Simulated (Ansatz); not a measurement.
```xyz
13

C    -0.469    0.102   -1.263
N    -0.185    0.192    0.142
C    -1.062    1.103    0.828
In    1.265   -0.823    1.096
S     2.589   -2.273   -0.258
H     0.208   -0.595   -1.763
H    -1.497   -0.247   -1.450
H    -0.365    1.077   -1.764
H    -2.117    0.800    0.738
H    -0.825    1.154    1.894
H    -0.986    2.125    0.424
H     1.508   -0.635    2.772
H     1.934   -1.981   -1.394
```

Total charge 0; spin multiplicity 1. In: def2 effective core potential.

Task: List the PBE/def2-TZVPP orbital energies in eV (the Gaussian-basis code of Ansatz). (An estimate is asked.)

Result: The calculation gave: Occupied: -2395.52, -380.42, -269.49, -269.48, -208.46, -154.60, -154.51, -154.39, -121.90, -79.61, -79.42, -79.35, -22.30, -19.08, -18.82, -18.77, -18.70, -18.65, -17.51, -17.13, -14.80, -11.78, -10.97, -10.97, -10.29, -9.39, -9.13, -8.90, -7.49, -7.11, -6.21, -4.94. Lowest empty: -1.64, -1.45, -0.41, 0.04, 0.90, 1.12, 1.46, 1.68.
